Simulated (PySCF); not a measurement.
# `CSc1ccc(/C=C/Cl)cc1`, C9H9ClS

Geometry:
```json
{"atom": "C1", "x (Å)": "3.214", "y (Å)": "-0.527", "z (Å)": "-0.801"}
{"atom": "S2", "x (Å)": "2.459", "y (Å)": "-0.285", "z (Å)": "0.812"}
{"atom": "C3", "x (Å)": "0.738", "y (Å)": "-0.296", "z (Å)": "0.456"}
{"atom": "C4", "x (Å)": "0.184", "y (Å)": "-0.430", "z (Å)": "-0.821"}
{"atom": "C5", "x (Å)": "-1.198", "y (Å)": "-0.424", "z (Å)": "-0.989"}
{"atom": "C6", "x (Å)": "-2.075", "y (Å)": "-0.283", "z (Å)": "0.094"}
{"atom": "C7", "x (Å)": "-3.515", "y (Å)": "-0.283", "z (Å)": "-0.154"}
{"atom": "C8", "x (Å)": "-4.477", "y (Å)": "-0.141", "z (Å)": "0.766"}
{"atom": "Cl9", "x (Å)": "-6.154", "y (Å)": "-0.155", "z (Å)": "0.372"}
{"atom": "C10", "x (Å)": "-1.503", "y (Å)": "-0.149", "z (Å)": "1.374"}
{"atom": "C11", "x (Å)": "-0.131", "y (Å)": "-0.155", "z (Å)": "1.552"}
{"atom": "H12", "x (Å)": "2.910", "y (Å)": "-1.483", "z (Å)": "-1.253"}
{"atom": "H13", "x (Å)": "4.297", "y (Å)": "-0.552", "z (Å)": "-0.620"}
{"atom": "H14", "x (Å)": "2.990", "y (Å)": "0.303", "z (Å)": "-1.487"}
{"atom": "H15", "x (Å)": "0.822", "y (Å)": "-0.540", "z (Å)": "-1.699"}
{"atom": "H16", "x (Å)": "-1.609", "y (Å)": "-0.530", "z (Å)": "-1.996"}
{"atom": "H17", "x (Å)": "-3.824", "y (Å)": "-0.412", "z (Å)": "-1.196"}
{"atom": "H18", "x (Å)": "-4.290", "y (Å)": "-0.003", "z (Å)": "1.833"}
{"atom": "H19", "x (Å)": "-2.143", "y (Å)": "-0.040", "z (Å)": "2.252"}
{"atom": "H20", "x (Å)": "0.285", "y (Å)": "-0.052", "z (Å)": "2.558"}
```

The calculation used quadratic response CAM-B3LYP/def2-SVPD first hyperpolarisability, Taylor convention, gas phase in PySCF. Geometry: PBE0-D3(BJ)/def2-SVP.

(1) Give the tensor of the static β(0;0,0) in the axes of these coordinates.

## Answers

(1) In au, Taylor convention; rows are the first index (the induced dipole):
|  | xx | yy | zz | xy | xz | yz |
| --- | --- | --- | --- | --- | --- | --- |
| x | +1004.1 | -40.8 | -62.4 | -22.2 | +20.1 | -3.5 |
| y | -22.2 | -6.1 | +6.9 | -40.8 | -3.5 | -19.4 |
| z | +20.1 | -19.4 | -0.3 | -3.5 | -62.4 | +6.9 |

Norm of βᵢ = ⅓ Σⱼ (βᵢⱼⱼ + βⱼᵢⱼ + βⱼⱼᵢ): 901.1 au, hyper-Rayleigh value 399.8 au.
